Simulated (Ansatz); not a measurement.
A made-up structure of CH$_{2}$SSe, closed shell:

```tsv
atom	x (Å)	y (Å)	z (Å)
C1	-0.1233	0.3041	-0.1740
S2	-0.3626	-0.5542	1.3648
Se3	1.0261	-1.2592	-0.1994
H4	-0.9483	0.2622	-0.8759
H5	-0.8106	-0.7120	2.6392
```

It is relaxed with PBE-D4/def2-SVP and then PBE0-D4/def2-TZVP (Ansatz 0.2.0). Atoms count as bonded within 1.22 times the sum of their covalent radii (H–H: 0.88 Å). The end point is not checked to be a true minimum.

Task: Does its bonding change? (A judgement: the text doesn't fix the answer.)

Result: Computed: Yes. Formed: none; broken: S2–Se3.

Where it ends: The first stage lowers the energy by 5.42 eV in 15 steps. It ends as CH₂SSe ([SH][CH][Se]):
```
5
angstrom
C -0.0936 -0.4515 0.1144
S -0.0399 -0.4249 1.8245
Se 1.2650 -0.9154 -0.9046
H -1.0463 -0.1555 -0.3194
H -1.3039 -0.0118 2.0399
```

Labels in which every atom is bracketed show which atoms are joined, not bond orders.

For scale, one of the runs: PBE0-D4/def2-TZVP relaxation, 128 basis functions, launched by `ansatz run in.yaml --threads 2 --pin off --events-out ev --progress --plain --max-ram 4352MiB`. The run took about 18 s on 2 CPU threads of an Arm Neoverse V1 (shared host).
